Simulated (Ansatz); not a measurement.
Species: SiHF, charge 1, multiplicity 2. SMILES of the parent species: [SiH]F

Atoms: Si1, H2, F3. Bonds: Si1-H2, Si1-F3.

Bond lengths (Å) and angles (degrees) optimised at HF/STO-3G with Ansatz (a program for electronic structure); HF/3-21G with Ansatz; HF/6-31G* with Ansatz; PBE/6-31G* with Ansatz; B3LYP/6-31G* with Ansatz; MP2/6-31G* with Ansatz, each started from the B3LYP-D3(BJ)/def2-TZVP structure (Ansatz) of the last column. A row stands for all coordinates that are equal there. 6-31G* holds six Cartesian d functions. No wavenumbers were computed at HF/STO-3G, PBE/6-31G*, MP2/6-31G*, so these may be saddle points.

| coordinate | HF/STO-3G | HF/3-21G | HF/6-31G* | PBE/6-31G* | B3LYP/6-31G* | MP2/6-31G* | B3LYP-D3(BJ)/def2-TZVP |
|---|---|---|---|---|---|---|---|
| Si1-H2 | 1.465 | 1.494 | 1.482 | 1.538 | 1.523 | 1.500 | 1.520 |
| Si1-F3 | 1.562 | 1.589 | 1.537 | 1.577 | 1.563 | 1.563 | 1.546 |
| H2-Si1-F3 | 113.1 | 116.2 | 115.7 | 113.8 | 114.1 | 115.6 | 113.5 |

Mean signed difference of all 2 bond lengths from B3LYP-D3(BJ)/def2-TZVP: HF/STO-3G -0.020 Å, HF/3-21G 0.009 Å, HF/6-31G* -0.023 Å, PBE/6-31G* 0.024 Å, B3LYP/6-31G* 0.010 Å, MP2/6-31G* -0.001 Å.
